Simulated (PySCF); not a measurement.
Species: CH8O3Si3.
Bonds: C1–O2, O2–Si3, Si3–O4, O4–Si5, Si5–Si6, Si6–O7, Si3–O7. Hydrogens: H8, H9, H10 on C1; H11 on Si3; H12, H13 on Si5; H14, H15 on Si6.

NICS = −σ at a ghost point: NICS(0) at the centroid of the ring atoms, NICS(1) 1 Å to either side along the normal of their mean plane, zz for the tensor component along that normal. Level: GIAO PBE0/pcSseg-1 (PySCF, non-relativistic, gas phase) on the GFN2-xTB geometry, one conformer.

Ring bond lengths (Å), with Mayer bond orders in brackets: Si3–O4 1.619 (0.98), O4–Si5 1.645 (0.90), Si5–Si6 2.316 (0.94), Si6–O7 1.650 (0.89), O7–Si3 1.630 (0.95).

Problem. What do the NICS probes read (ppm)?

Solution. 
| ring | type | NICS(0) | NICS(1), two faces | NICS(1)zz, two faces | rms pucker (Å) | centre to ring atoms, mean (Å) |
| --- | --- | --- | --- | --- | --- | --- |
| Si3–O4–Si5–Si6–O7 | 5-membered ring with 2 O and 3 Si; formal bonds all single | -6.2 | -2.6 / -2.7 | -1.6 / -3.0 | 0.02 | 1.50 |

Problem. What can be read from them?

Solution. 
- Si3–O4–Si5–Si6–O7: mean NICS(1)zz -2.3 ppm, near zero. Si3, Si5, Si6 have four or more neighbours, so the value isn't read as a sign of a π ring current.

Problem. Give the inner angles of the rings and the Hirshfeld charges of the ring atoms.

Solution. 
- Si3–O4–Si5–Si6–O7: Si3 104.5° (+0.493 e), O4 123.2° (-0.310 e), Si5 94.8° (+0.320 e), Si6 94.0° (+0.317 e), O7 123.3° (-0.318 e); sum 539.7° against 540° for a flat convex ring.

Problem. How shielded are the nuclei of the rings and their hydrogens (means over atoms taken as equivalent)?

Solution. 
```json
{"atoms": "Si3", "environment": "oxygen-bound silicon", "σ isotropic (ppm)": "398.8", "principal values of the symmetric part, first atom (ppm)": "377.2, 393.2, 426.0"}
{"atoms": "O4 (×2)", "environment": "siloxane oxygen", "σ isotropic (ppm)": "279.8", "principal values of the symmetric part, first atom (ppm)": "204.8, 304.6, 337.5"}
{"atoms": "Si5 (×2)", "environment": "oxygen-bound silicon", "σ isotropic (ppm)": "378.5", "principal values of the symmetric part, first atom (ppm)": "338.1, 344.3, 456.8"}
{"atoms": "H11", "environment": "Si–H hydrogen", "σ isotropic (ppm)": "27.32", "principal values of the symmetric part, first atom (ppm)": "23.7, 24.5, 33.8"}
{"atoms": "H12 (×2)", "environment": "Si–H hydrogen", "σ isotropic (ppm)": "26.32", "principal values of the symmetric part, first atom (ppm)": "22.7, 24.4, 32.0"}
{"atoms": "H13 (×2)", "environment": "Si–H hydrogen", "σ isotropic (ppm)": "26.32", "principal values of the symmetric part, first atom (ppm)": "22.7, 24.5, 31.8"}
```

The run took 48 s wall on Arm Neoverse N1, one thread, no GPU, shared host with 64 logical CPUs at a one-minute load of 59, and the process peaked at 0.81 GiB of memory. This is the whole shielding run at PBE0/pcSseg-1, SCF included.
